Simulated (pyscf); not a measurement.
Single points on ωB97X-D3(BJ)/def2-SVP structures (PySCF, gas phase). MP2 and CC: frozen core, UHF for open shells. ΔMP2 is the change of the MP2 total energy from the triple- to the quadruple-zeta basis. Singlets are restricted, triplets unrestricted.

Singlet (Å):
```xyz
4

S      0.5376    -0.9136    -0.1821
Ge    -0.2229     0.4968    -1.7148
Cl    -0.2607     2.2367    -0.3909
H      0.5456    -1.9644    -1.0292
```

Triplet (Å):
```xyz
4

S     -0.3665     0.4909    -1.5134
Ge     1.1986     0.9986    -0.0297
Cl     1.7840    -0.4890     1.4425
H     -1.4259     0.9292    -0.7987
```

Task: For these two minima of HS–Ge:–Cl (SMILES [SH][Ge][Cl]), which spin state lies lower at CCSD(T)/def2-TZVPP + ΔMP2(QZVPP), and by how much (electronic energies)?

Result: The singlet, by 231.7 kJ/mol. Zero-point energy shifts E(triplet) − E(singlet) by -1.2 kJ/mol. Other isomers of HS–Ge:–Cl [singlet] were not searched in full and may lie lower. 

E(triplet) − E(singlet) by level (kJ/mol):

```json
[
 {"level": "ωB97X-D3(BJ)/def2-TZVP", "gap": "+231.9"},
 {"level": "PBE/def2-TZVP", "gap": "+218.3"},
 {"level": "r²SCAN/def2-TZVP", "gap": "+205.3"},
 {"level": "B3LYP-D3(BJ)/def2-TZVP", "gap": "+227.6"},
 {"level": "PBE0-D3(BJ)/def2-TZVP", "gap": "+212.4"},
 {"level": "M06-2X/def2-TZVP", "gap": "+200.2"},
 {"level": "ωB97M-D3(BJ)/def2-TZVP", "gap": "+231.6"},
 {"level": "HF/def2-TZVP", "gap": "+157.7"},
 {"level": "MP2/def2-QZVPP", "gap": "+233.2"},
 {"level": "CCSD/def2-TZVPP", "gap": "+213.8"},
 {"level": "CCSD(T)/def2-TZVPP", "gap": "+218.1"},
 {"level": "CCSD(T)/def2-TZVPP + ΔMP2(QZVPP)", "gap": "+231.7"}
]
```

The triplet is the lowest one reached from the SCF start used. The CCSD(T) − MP2 part came from Ansatz, without density fitting, on the same reference. The frozen core leaves the outer d or s,p core shells of the metals and heavy elements correlated in the MP2 and CC values, and def2-TZVPP describes them poorly, which can shift differences by a few kcal/mol. Elements up to Kr have no core potential and no relativistic terms here.
